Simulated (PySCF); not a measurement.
C10H7N3, SMILES C1=CC2=NC=CC3=CC=NC(=C1)N32.

Coordinates come from a PBE-D3(BJ)/def2-SVP optimisation.

All values below come from CAM-B3LYP/def2-SVP (PySCF).

The molecule is in vacuum.

- total energy: -548.82710 hartree
- point group: C2v
- highest occupied level: -6.10 eV
- lowest empty level: -1.06 eV
- orbital gap: 5.03 eV
- dipole moment: 1.16 D
- quadrupole, principal values (traceless, Buckingham form, about the centre of nuclear charge): -10.19, -6.62, 16.81 D·Å
- mean static polarisability: 133.0 bohr³ (19.71 Å³)
- polarisability, principal values: 50.8, 169.7, 178.5 bohr³
